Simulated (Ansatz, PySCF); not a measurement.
Ansatz (a program for electronic structure) was given this input:
Ansatz 0.2 input:
```yaml
crystal:
  periodic: [false, false, false]
  atoms:
    - {symbol: O, position_ang: [-0.00000000, -0.00000000, -0.10875384]}
    - {symbol: H, position_ang: [0.00000000, 0.00000000, 0.87003075]}
basis:
  gaussian:
    orbitals: STO-3G
hamiltonian:
  xc: pbe0
total_charge: -1
accuracy: high
```

### Question
Give the equivalent PySCF input.

### Answer
This is not unique; one that fits is 
```python
from pyscf import gto, scf, dft

mol = gto.Mole()
mol.atom = '''
    O    -0.00000000   -0.00000000   -0.10875384
    H     0.00000000    0.00000000    0.87003075
'''
mol.basis = 'sto-3g'
mol.charge = -1
mol.verbose = 4
mol.build()

mf = dft.RKS(mol)
mf.xc = 'pbe0'
mf.grids.atom_grid = (99, 590)
mf.grids.prune = None
mf.kernel()
```

Both were run: Ansatz gave -74.331086 Eh and PySCF -74.331086 Eh, 0.000 mEh apart.
